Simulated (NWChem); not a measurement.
System: boron oxyfluoride (BOF); SMILES FB=O

The following NWChem deck was run.

```
start job
memory heap 200 mb stack 700 mb global 900 mb
geometry units angstroms noautosym nocenter noautoz
  F      0.000000     0.000000    -1.208022
  B      0.000000     0.000000     0.086221
  O      0.000000     0.000000     1.305167
end
basis spherical
  F library 3-21g
  B library 3-21g
  O library 3-21g
end
dft
  xc xcamb88 1.00 lyp 0.81 vwn_5 0.19 hfexch 1.00
  cam 0.33 cam_alpha 0.19 cam_beta 0.46
  iterations 150
end
tddft
  cis
  nroots 6
  notriplet
end
task tddft energy
```

Excerpt of the output:

```
             Northwest Computational Chemistry Package (NWChem) 7.3.0
             --------------------------------------------------------

                             Geometry "geometry" -> ""
                             -------------------------

 Output coordinates in angstroms (scale by  1.889725989 to convert to a.u.)

  No.       Tag          Charge          X              Y              Z
 ---- ---------------- ---------- -------------- -------------- --------------
    1 F                    9.0000     0.00000000     0.00000000    -1.20802200
    2 B                    5.0000     0.00000000     0.00000000     0.08622100
    3 O                    8.0000     0.00000000     0.00000000     1.30516700

 Effective nuclear repulsion energy (a.u.)      50.9245549350

                                 NWChem DFT Module
                                 -----------------

 Summary of "ao basis" -> "ao basis" (spherical)
 ------------------------------------------------------------------------------
       Tag                 Description            Shells   Functions and Types
 ---------------- ------------------------------  ------  ---------------------
 F                           3-21g                   5        9   3s2p
 B                           3-21g                   5        9   3s2p
 O                           3-21g                   5        9   3s2p

            General Information
            -------------------
          SCF calculation type: DFT
          Wavefunction type:  closed shell.
          No. of atoms     :     3
          No. of electrons :    22
           Alpha electrons :    11
            Beta electrons :    11
          Charge           :     0
          Spin multiplicity:     1
          Use of symmetry is: off; symmetry adaption is: off
          Maximum number of iterations: 150
          AO basis - number of functions:    27
                     number of shells:    15
          Convergence on energy requested:  1.00D-06
          Convergence on density requested:  1.00D-05
          Convergence on gradient requested:  5.00D-04

              XC Information
              --------------
                     Hartree-Fock (Exact) Exchange  1.000
                   CAM-Becke88 Exchange Functional  1.000
                      VWN V Correlation Functional  0.190 local
              Lee-Yang-Parr Correlation Functional  0.810

[...]

                                NWChem TDDFT Module
                                -------------------

            General Information
            -------------------
           No. of orbitals :      54
            Alpha orbitals :      27
             Beta orbitals :      27
        Alpha frozen cores :       0
         Beta frozen cores :       0
     Alpha frozen virtuals :       0
      Beta frozen virtuals :       0
         Spin multiplicity :       1
    Number of AO functions :      27
        Use of symmetry is : off
      Symmetry adaption is : off
         Schwarz screening :  0.10D-07

              XC Information
              --------------
              Hartree-Fock (Exact) Exchange   1.00
            CAM-Becke88 Exchange Functional   1.00
               VWN V Correlation Functional   0.19 local
       Lee-Yang-Parr Correlation Functional   0.81
           Alpha           :  0.19
           Beta            :  0.46
           Gamma           :  0.33

             TDDFT Information
             -----------------
          Calculation type : Tamm-Dancoff TDDFT
         Wavefunction type : Restricted singlets
          No. of electrons :      22
           Alpha electrons :      11
            Beta electrons :      11
              No. of roots :       6
          Max subspacesize :    5200
            Max iterations :     100
               Target root :       1
           Target symmetry : none
      Symmetry restriction : off
                 Algorithm : Optimal
        Davidson threshold :  0.10D-03

    6 smallest eigenvalue differences (eV)
--------------------------------------------------------
  No. Spin  Occ  Vir  Irrep   E(Occ)    E(Vir)   E(Diff)
--------------------------------------------------------
    1    1   11   12 a        -0.412     0.069    13.100
    2    1   10   12 a        -0.412     0.069    13.100
    3    1   11   13 a        -0.412     0.112    14.258
    4    1   10   13 a        -0.412     0.112    14.258
    5    1   11   14 a        -0.412     0.112    14.258
    6    1   10   14 a        -0.412     0.112    14.258
--------------------------------------------------------

  Entering Davidson iterations
  Restricted singlet excited states

  Iter   NTrls   NConv    DeltaV     DeltaE      Time
  ----  ------  ------  ---------  ---------  ---------
    1      6       0     0.42E+00   0.10+100        0.9
    2     12       0     0.18E+00   0.12E+00        0.9
    3     18       0     0.22E+00   0.92E-01        0.9
    4     24       1     0.73E-01   0.39E-01        0.8
    5     29       4     0.61E-01   0.20E-01        0.8
    6     31       5     0.15E-01   0.12E-02        0.6
    7     32       5     0.22E-02   0.51E-04        0.6
    8     33       5     0.27E-03   0.14E-05        0.5
    9     34       6     0.89E-04   0.26E-07        0.5
  ----  ------  ------  ---------  ---------  ---------
  Convergence criterion met

  Ground state a        -198.832277713798 a.u.

  ----------------------------------------------------------------------------
  Root   1 singlet a              0.314681790 a.u.                8.5629 eV
  ----------------------------------------------------------------------------
     Transition Moments    X -0.36834   Y -0.33490   Z -0.00000
     Dipole Oscillator Strength                    0.0519917074
     Electric Quadrupole                           0.0000000343
     Magnetic Dipole                               0.0000003400
     Total Oscillator Strength                     0.0519920817

[...]
```

Level: CAM-B3LYP/3-21G, TDA. STO-3G and 3-21G are far too small for this property and stand as cheap habits. Coordinates come from a PBE-D3(BJ)/def2-SVP optimisation.
